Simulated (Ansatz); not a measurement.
`[OH][InH][B](Cl)Cl` + NH₃ → `NB(Cl)Cl` + `[OH][InH2]` at 298.15 K and 1 bar (cleavage of the B–In bond).

Isolated molecules relaxed with PBE0-D4/def2-TZVP in Ansatz; ΔE leaves out vibrations. CCSD(T)/CBS is the MP2 limit (def2-TZVPP, def2-QZVPP) plus CCSD(T) − MP2 in def2-TZVPP, frozen cores. This one scheme is used for every species. def2 core potentials past Kr. For In outer-core shells are correlated without core-valence functions, which leaves a few kJ/mol of doubt a bond. One conformer a species, not always the lowest.

```csv
species,CCSD(T)/CBS energy (Eh),H − E (kJ/mol),S (J/(mol·K))
`[OH][InH][B](Cl)Cl`,-1210.61969,90.1,393.6
NH₃,-56.50880,100.5,192.4
`NB(Cl)Cl`,-1000.39362,104.1,294.0
`[OH][InH2]`,-266.78179,78.4,275.9
```

H − E and S are ideal-gas, rigid-rotor, harmonic terms from PBE0-D4/def2-TZVP, for one conformer and one mirror image of each species. 1 Eh = 2625.50 kJ/mol, R = 8.31446 J/(mol·K).

By hand: ΔE, ΔH, ΔS and ΔG.

ΔE = (-1000.39362) + (-266.78179) − (-1210.61969) − (-56.50880) = -0.04692 Eh = -123.2 kJ/mol. Δ(H − E) = 104.1 + 78.4 − 90.1 − 100.5 = -8.1, so ΔH = -131.3 kJ/mol. ΔS = 294.0 + 275.9 − 393.6 − 192.4 = -16.1 J/(mol·K). ΔG = -131.3 − 298.15 × (-16.1)/1000 = -126.5 kJ/mol.

By hand: the equilibrium constant, and the temperature at which ΔG would vanish if ΔH and ΔS stayed fixed.

log₁₀ K = −ΔG/(RT ln 10) = 22.2. ΔG = 0 at ΔH/ΔS = 8155 K, far beyond where these terms or the molecules hold.

ΔH outweighs TΔS. A doubt of 5 kJ/mol in ΔE shifts log₁₀ K by 0.9 here. Other conformers and mirror images would add mixing entropy, several J/(mol·K) or more a flexible species. Modes under 60 cm⁻¹, often nearly free rotors, make the harmonic entropy too high. These are equilibria of isolated gas molecules and say nothing of rates. Largest T1 diagnostic: 0.017 (customary marks: 0.02 for closed shells, 0.045 for open ones).
